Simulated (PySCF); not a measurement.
# Working with the constants of AlI⁺

UHF-CCSD(T) constants of AlI⁺, ²Σ⁺ (doublet), unpaired electrons σ ↑ (basis Al cc-pV(D+d)Z, I cc-pVDZ-PP with ECP28; scalar-relativistic core potentials; PySCF 2.14; masses 26.9815 and 126.9045 u):

```
ωe              : 364.8 cm⁻¹
ωexe            : 2.74 cm⁻¹
Be              : 0.12778 cm⁻¹
αe              : 0.000839 cm⁻¹
D (centrifugal) : 6.27e-08 cm⁻¹
De to Al⁺ + I   : 0.86 eV
```

Give the vibrational terms G(v) and spacings up to v = 6.

G(v) = ωe(v+½) − ωexe(v+½)².

| v | G(v) (cm⁻¹) | G(v) − G(v−1) | Bv (cm⁻¹) |
| --- | --- | --- | --- |
| 0 | 181.7 |  | 0.1274 |
| 1 | 541.0 | 359.3 | 0.1265 |
| 2 | 894.9 | 353.8 | 0.1257 |
| 3 | 1243.2 | 348.4 | 0.1248 |
| 4 | 1586.1 | 342.9 | 0.1240 |
| 5 | 1923.5 | 337.4 | 0.1232 |
| 6 | 2255.4 | 331.9 | 0.1223 |

How well does the Morse estimate ωe²/(4ωexe) reproduce De, and what is D0?

It gives 1.51 eV, 175 % of the computed De. D0 = De − G(0) = 0.86 − 0.02 = 0.84 eV.

Correlated steps freeze 9 core orbitals. Correlated levels converge slowly with the basis: in double zeta they bind strong bonds too weakly, by up to about 1 eV, and carry superposition errors of some tenths. Spin–orbit coupling is left out, which matters for elements this heavy, above all for dissociation energies. For an ion De counts to the pair picked by the measured ionisation energies or electron affinities, which need not be the lowest pair at this level. The state is the lowest determinant that a PBE0 search found; another state may lie lower at other levels.
